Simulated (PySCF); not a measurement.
Compound: C₇H₅FO.
SMILES with atom numbers: `[O:1]=[CH:2][c:3]1[cH:4][cH:5][cH:6][c:7]([F:8])[cH:9]1` (hydrogens: H10 on C2; H11 on C4; H12 on C5; H13 on C6; H14 on C9)

The same species was optimised twice, with GFN2-xTB and with PBE0-D3(BJ)/def2-SVP (PySCF), and the same property calculations (PySCF, gas phase) were run on both structures.

| coordinate | GFN2-xTB | PBE0-D3(BJ)/def2-SVP | change |
| --- | --- | --- | --- |
| C7–F8 (Å) | 1.347 | 1.330 | -0.017 |
| C2–C3 (Å) | 1.471 | 1.482 | +0.011 |
| C5–C6 (Å) | 1.386 | 1.396 | +0.010 |
| C4–C5 (Å) | 1.382 | 1.390 | +0.008 |
| C7–C9 (Å) | 1.380 | 1.388 | +0.008 |
| C6–C7 (Å) | 1.386 | 1.390 | +0.004 |
| C3–C4 (Å) | 1.395 | 1.400 | +0.005 |
| C3–C9 (Å) | 1.393 | 1.397 | +0.004 |
| O1=C2 (Å) | 1.203 | 1.204 | +0.001 |
| O1–C2–C3 (°) | 125.1 | 124.2 | -0.9 |
| C3–C4–C5 (°) | 120.4 | 119.6 | -0.8 |
| C2–C3–C9 (°) | 120.2 | 119.6 | -0.6 |
| C4–C3–C9 (°) | 119.9 | 120.5 | +0.6 |
| C6–C7–C9 (°) | 122.1 | 121.6 | -0.5 |
| F8–C7–C9 (°) | 119.1 | 119.4 | +0.3 |
| C5–C6–C7 (°) | 118.9 | 119.1 | +0.2 |
| C4–C5–C6 (°) | 120.2 | 120.4 | +0.2 |
| O1–C2–C3–C4 (°) | 0 | 0 | 0 |

Rotational constants: A = 3712, B = 1119, C = 859.9 MHz (GFN2-xTB) against A = 3684, B = 1116, C = 856.6 MHz (PBE0-D3(BJ)/def2-SVP). Point groups within 0.08 Å: Cs and Cs.

On the GFN2-xTB structure: HOMO (eV) -7.72 [PBE0/pcSseg-1]; LUMO (eV) -2.14 [PBE0/pcSseg-1]; dipole (D) 1.99 [PBE0/pcSseg-1]; GIAO shielding of O1 (ppm) -335.7 [PBE0/pcSseg-1]; GIAO shielding of C2 (ppm) -8.0 [PBE0/pcSseg-1]; GIAO shielding of C3 (ppm) 44.2 [PBE0/pcSseg-1]; GIAO shielding of C4 (ppm) 57.7 [PBE0/pcSseg-1]; GIAO shielding of C5 (ppm) 50.6 [PBE0/pcSseg-1]; GIAO shielding of C6 (ppm) 59.1 [PBE0/pcSseg-1]; GIAO shielding of C7 (ppm) 13.7 [PBE0/pcSseg-1]; GIAO shielding of F8 (ppm) 285.5 [PBE0/pcSseg-1].

Task: What do these properties become on the PBE0-D3(BJ)/def2-SVP structure?

Result: 
```
                                    property          level  on GFN2-xTB  on PBE0-D3(BJ)/def2-SVP  change
                                   HOMO (eV)  PBE0/pcSseg-1        -7.72                    -7.67   +0.05
                                   LUMO (eV)  PBE0/pcSseg-1        -2.14                    -2.12   +0.02
                                  dipole (D)  PBE0/pcSseg-1         1.99                     2.03   +0.04
energy, GFN2-xTB geometry as zero (kcal/mol)  PBE0/pcSseg-1          0.0                     -0.1    -0.1
                  GIAO shielding of O1 (ppm)  PBE0/pcSseg-1       -335.7                   -337.3    -1.6
                  GIAO shielding of C2 (ppm)  PBE0/pcSseg-1         -8.0                     -8.7    -0.7
                  GIAO shielding of C3 (ppm)  PBE0/pcSseg-1         44.2                     42.4    -1.8
                  GIAO shielding of C4 (ppm)  PBE0/pcSseg-1         57.7                     56.5    -1.2
                  GIAO shielding of C5 (ppm)  PBE0/pcSseg-1         50.6                     48.3    -2.3
                  GIAO shielding of C6 (ppm)  PBE0/pcSseg-1         59.1                     57.5    -1.6
                  GIAO shielding of C7 (ppm)  PBE0/pcSseg-1         13.7                     13.8    +0.1
                  GIAO shielding of F8 (ppm)  PBE0/pcSseg-1        285.5                    287.5    +2.0
```

The heavy atoms differ by 0.008 Å rms after alignment. Among bonds between heavy atoms C7–F8 changes most (-0.017 Å). Changes are differences of the printed values. Neither structure is proved a minimum here.

Conformer computed: `[O:1]=[CH:2][c:3]1[cH:4][cH:5][cH:6][c:7]([F:8])[cH:9]1`: O1–C2–C3–C4 0°.
